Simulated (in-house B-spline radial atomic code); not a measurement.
Atomic self-consistent-field run: Xe⁵⁺. Level of theory: scalar-relativistic (X2C) wB97X, spin-polarised, spherical fractional occupations, Fermi nucleus of rms radius 4.7859 fm; calculated with an all-electron radial atomic-structure program (B-spline basis).

Command:
```bash
python run_scf.py task.json out
```
Settings (nuclear radius in fm, mass in u):
```
Z                54
configuration    [Kr] 4d10 5s2 5p1
hamiltonian      x2c
method           wb97x
spin_polarised   True
nucleus          fermi
rms_radius       4.7859
atomic_mass      131.90416
speed_of_light   137.035999084
```

Output (hartree, bohr):
```
 radial grid: 68 intervals, B-splines of order 8, outer radius 25.4386 bohr

 iter        energy (Eh)    residual
    1       -7419.967590    8.60e-01
    2       -7433.790362    6.04e-01
    3       -7440.382353    1.45e-01
    4       -7440.781858    4.23e-02
    5       -7440.803101    1.81e-02
    6       -7440.809028    3.22e-03
    7       -7440.809132    5.19e-04
    8       -7440.809134    6.30e-05
    9       -7440.809134    3.52e-06
   10       -7440.809134    5.64e-07
   11       -7440.809134    4.10e-07

 total energy                     -7440.80913
 kinetic                            7907.1478
 electron-nucleus                 -17986.1710
 Hartree                            2825.4013
 exact exchange                      -35.8140
 exchange-correlation               -151.3732

 orbital      occ     eigenvalue          <r>       <r^2>       <1/r>       r_max
 1s up      1.000     -1265.5467    0.0260335 0.000929127     61.1709     0.01641
 1s down    1.000     -1265.5442    0.0260335 0.000929125      61.171     0.01641
 2s up      1.000      -199.6294     0.114035    0.015401     13.9471     0.09683
 2s down    1.000      -199.6281     0.114034   0.0154009     13.9471     0.09683
 2p up      3.000      -179.4767    0.0999932   0.0122209     12.8003     0.07747
 2p down    3.000      -179.4743    0.0999936    0.012221     12.8002     0.07747
 3s up      1.000       -43.0184     0.305804    0.107011      4.9347       0.279
 3s down    1.000       -43.0162     0.305799    0.107007     4.93467       0.279
 3p up      3.000       -36.4667     0.303792    0.107116      4.5851      0.2728
 3p down    3.000       -36.4640     0.303791    0.107114     4.58504      0.2728
 3d up      5.000       -26.6886     0.280645   0.0931068     4.31501      0.2259
 3d down    5.000       -26.6864     0.280637   0.0931003     4.31508      0.2259
 4s up      1.000        -9.8239     0.715785    0.578342      1.9825      0.6612
 4s down    1.000        -9.8180      0.71582    0.578327     1.98207      0.6614
 4p up      3.000        -7.7252     0.762865    0.662159     1.79937      0.6933
 4p down    3.000        -7.7190     0.762898    0.662115     1.79892      0.6935
 4d up      5.000        -4.6225     0.866504    0.872502     1.52571      0.7471
 4d down    5.000        -4.6159     0.865213    0.869462     1.52736      0.7472
 5s up      1.000        -2.8825      1.67676     3.13243      0.7884       1.549
 5s down    1.000        -2.8401      1.67775     3.13772    0.788742       1.548
 5p up      1.000        -2.1392       1.8836     3.96182    0.690579       1.732
```

Cost of the run: 1.2 s on 1 thread of Intel(R) Xeon(R) 6975P-C, on a shared host.

Caution: exact exchange at fractional occupations of open shells leaves self-interaction of up to several eV.

One-electron X2C: radii and densities carry no picture-change correction, so inner-shell <1/r> comes out high (for 1s by about 2 % at Z = 33, 5 % at 54, 10 % at 75, 30 % at 118) and <r> low.
